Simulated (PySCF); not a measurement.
# How methods differ on the ionisation energy of Pm²⁺

Pm²⁺ [Xe] 4f5 [4f5/2^5, M_J = 5/2] → Pm³⁺ [Xe] 4f4 [4f5/2^4, M_J = 4], as a difference of total energies. Calculation: PySCF 2.14, in x2c-TZVPall-2c; the two-component X2C-1e Hamiltonian. Correlated levels: [Ar] 3d10 frozen; the 18 highest virtual spinors dropped. "Screened" scales the spin-orbit matrix elements by Boettger's factors to mimic the two-electron term; Breit and QED terms are absent.

| method | ionisation energy (eV) |
| --- | --- |
| GHF (spin-free) | 19.967 |
| GMP2 (spin-free) | 21.609 |
| GHF (screened spin-orbit) | 19.821 |
| GMP2 (screened spin-orbit) | 21.470 |

How much does correlation contribute at GMP2 (screened spin-orbit)?

21.470 − (19.821) = 1.649 eV, measured against GHF (screened spin-orbit).

The spin-free rows relax to the high-spin LS determinant and lack the spin-orbit shift.

The labels give the starting determinants; with spin-orbit coupling the two ends relaxed to ⟨J²⟩ = 13.17, ⟨L²⟩ = 29.87, ⟨S²⟩ = 8.71 and ⟨J²⟩ = 23.36, ⟨L²⟩ = 41.84, ⟨S²⟩ = 5.98.

The determinant of Pm²⁺ and of Pm³⁺ mixes levels of different J (the jj label is only the starting occupation), so the difference between spin-free and spin-orbit rows is not the physical spin-orbit shift.

For comparison: 22.44 ± 0.08 eV (semi-empirical (NIST evaluation); NIST Atomic Spectra Database, ionization energies).
